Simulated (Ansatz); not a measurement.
Geometry optimisation, UKS BLYP-D4/def2-SVP in Ansatz.

Input file:

```yaml
crystal:
  periodic: [false, false, false]
  atoms:
    - { symbol: Si, position_ang: [0.652827, 0.879318, 0.249909] }
    - { symbol: O, position_ang: [2.281278, 0.323282, 0.126419] }
    - { symbol: "N", position_ang: [-0.096778, -0.496477, -0.40739] }
    - { symbol: C, position_ang: [-1.445593, -1.031505, -0.254689] }
    - { symbol: H, position_ang: [0.672612, -1.156554, -0.552019] }
    - { symbol: Cl, position_ang: [0.06791, 1.303443, 2.204855] }
    - { symbol: Cl, position_ang: [0.396018, 2.652557, -0.814691] }
    - { symbol: H, position_ang: [2.947277, 1.039161, 0.126455] }
    - { symbol: H, position_ang: [-2.19087, -0.218183, -0.355285] }
    - { symbol: H, position_ang: [-1.662853, -1.771435, -1.051906] }
    - { symbol: H, position_ang: [-1.621728, -1.523708, 0.728343] }
magnetization:
  spin_polarized: true
basis:
  gaussian: { orbitals: def2-SVP }
hamiltonian:
  xc: blyp
  dispersion: d4
relax:
  f_tol: 0.03
  max_steps: 50
output:
  orbitals: {}
```

Launched with:

```bash
$ ansatz run input.yaml --threads 4 --pin off --max-ram 5120MiB --backend cpu --events-out ev --progress --plain --runs-dir out
```

Q: Where does it end, and by what steps?

A: The forces met the threshold. After 22 steps the energy has fallen by 0.185 eV; H9 moved furthest, 0.96 Å.

```tsv
step	energy less start (eV)	largest force component (eV/Å)	accepted
0	0.0000	1.360	yes
1	-0.0819	1.032	yes
2	-0.1350	0.634	yes
3	-0.1467	0.335	yes
4	-0.1514	0.118	yes
5	-0.1525	0.033	yes
6	-0.1531	0.048	yes
7	-0.1541	0.116	yes
8	-0.1548	0.121	yes
9	-0.1558	0.105	yes
10	-0.1570	0.197	yes
11	-0.1597	0.152	yes
12	-0.1621	0.266	yes
13	-0.1597	0.350	no
14	-0.1728	0.111	yes
15	-0.1781	0.046	yes
16	-0.1778	0.290	no
17	-0.1808	0.042	yes
18	-0.1829	0.080	yes
19	-0.1837	0.110	yes
20	-0.1844	0.067	yes
21	-0.1848	0.036	yes
22	-0.1850	0.018	yes
```

```xyz
11
Properties=species:S:1:pos:R:3
Si 0.716 0.808 0.191
O 2.335 0.500 0.415
N -0.009 -0.685 -0.212
C -1.427 -1.039 -0.151
H 0.575 -1.326 -0.757
Cl -0.227 1.558 1.893
Cl 0.560 2.331 -1.252
H 2.928 1.252 0.229
H -1.944 -0.370 0.564
H -1.944 -0.949 -1.134
H -1.563 -2.079 0.214
```

Whether the end is a true minimum wasn't checked by a vibrational analysis.

Time of the run: 100 s on 4 threads of Arm Neoverse N1, on a shared host, peak memory 0.23 GiB.
